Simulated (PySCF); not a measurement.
SMILES Cl[SiH2][GeH3] (H5ClGeSi), PBE0/def2-SVP optimised geometry.

```
8

Cl     2.18    -1.13     0.00
Si     0.10    -1.13     0.00
Ge    -0.64     1.13     0.00
H     -0.36    -1.86    -1.21
H     -0.36    -1.86     1.21
H     -2.18     1.19     0.00
H     -0.11     1.86    -1.25
H     -0.12     1.85     1.26
```

Density from PBE0/def2-TZVP run with PySCF at that geometry.

Minimum of the electron density along straight lines between bonded atoms, close to the bond critical point (lines longer than 1.1 times the sum of covalent radii, or with two minima, are not listed):

```tsv
bond	length / Å	ρ at the minimum / e bohr⁻³	∇²ρ there / e bohr⁻⁵	position (fraction from the first atom)
Cl1–Si2	2.080	0.094	0.21	0.64
Si2–Ge3	2.380	0.092	-0.14	0.48
Si2–H4	1.492	0.121	0.15	0.49
Si2–H5	1.492	0.121	0.15	0.49
Ge3–H6	1.541	0.131	0.06	0.59
Ge3–H7	1.538	0.132	0.06	0.59
Ge3–H8	1.538	0.132	0.06	0.59
```
